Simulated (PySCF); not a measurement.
**Two-component Hartree-Fock for Tl⁶⁹⁺ (thallium, charge +69)**

Start: [Ne] 3s2. Calculated with PySCF 2.14 in an uncontracted even-tempered set (17 s from 25 bohr⁻², ratio 2.4; 14 p from 32 bohr⁻², ratio 2.4; 4 d from 100 bohr⁻², ratio 2.6; 4 f from 150 bohr⁻², ratio 2.6): generalised Hartree-Fock with the X2C-1e Hamiltonian and a Gaussian nucleus; one run each with spin-orbit coupling (SO) switched off, then screened by Boettger's factors.

| spinor shell | electrons | ε, spin-free (eV) | ε, screened SO (eV) | weight of nominal j (screened SO) | rms radius, screened SO (bohr) |
| --- | --- | --- | --- | --- | --- |
| 1s1/2 | 2 | -92325.5 | -92298.9 | 1.000 | 0.0184 |
| 2s1/2 | 2 | -21423.9 | -21417.3 | 1.000 | 0.0731 |
| 2p1/2 | 2 | -19303.6 | -20843.5 | 1.000 | 0.0617 |
| 2p3/2 | 4 | -19303.6 | -18712.8 | 1.000 | 0.0695 |
| 3s1/2 | 2 | -8740.1 | -8738.9 | 1.000 | 0.175 |

```json
{"quantity": "E (hartree)", "spin-free": "-14170.66859", "screened SO": "-14198.06679"}
{"quantity": "M_J", "spin-free": "0", "screened SO": "0"}
{"quantity": "⟨J²⟩", "spin-free": "0.000", "screened SO": "0.000"}
{"quantity": "⟨L²⟩", "spin-free": "0.000", "screened SO": "0.052"}
{"quantity": "⟨S²⟩", "spin-free": "0.000", "screened SO": "0.052"}
```

Breit and QED terms are absent; they matter most for the inner s and p1/2 levels.

Densities and radii are taken from the X2C orbitals without a picture-change correction, which distorts them close to the nucleus.

Without spin-orbit coupling the j labels of p, d and f shells carry no meaning; the spin-free column gives the mean over the occupied spinors of each nl shell.
